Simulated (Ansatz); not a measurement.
Scan of H₂Be, singlet: symmetric bend, bond length relaxed. Scanned: H-Be-H angle. Other coordinates (Be-H bond length) were minimised at B3LYP/def2-TZVP.

Level of theory: Ansatz (a quantum-chemistry and plane-wave program) with CCSD(T) on RHF/aug-cc-pVQZ, frozen core.

Scanned values (°): 180, 167, 157, 147, 137, 127, 117, 107, 97, 87, 77, 67, 60.

Task: Describe the profile: where are the wells and the tops?

Result: Lower than their neighbours: 180° (0.0 kcal/mol, end of the scan). Higher than their neighbours: 60° (88.0 kcal/mol, end of the scan). The whole profile spans 88.0 kcal/mol.
